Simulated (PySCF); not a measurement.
Computed IR spectrum (relative IR intensity) of a molecule CH8O2Si2. Geometry optimised at B3LYP-D3(BJ)/def2-SVP. The values are those of a single conformer. Level of theory: B3LYP-D3(BJ)/def2-SVP (PySCF 2.14.0). Frequencies are harmonic and unscaled.

Lines under 2 % of the strongest are left out, and lines within 2 cm⁻¹ are merged.

| ν (cm⁻¹) | relative intensity |
|---|---|
| 322 | 29 |
| 500 | 2.3 |
| 742 | 12 |
| 758 | 17 |
| 856 | 7.7 |
| 910 | 100 |
| 957 | 15 |
| 959 | 10 |
| 967 | 47 |
| 1012 | 48 |
| 1055 | 13 |
| 1106 | 86 |
| 1139 | 2.4 |
| 1369 | 4.9 |
| 2195 | 24 |
| 2216 | 11 |
| 2221 | 34 |
| 2228 | 35 |
| 2243 | 20 |
| 2986 | 7.2 |
| 3082 | 2.4 |
| 3810 | 5.9 |

### Question
Which molecule gave these data?
A. [SiH3]OCO[SiH3]
B. CO[SiH2][SiH2]O
C. OC[SiH2]O[SiH3]
D. O[SiH2]C[SiH2]O

### Answer
C, OC[SiH2]O[SiH3]
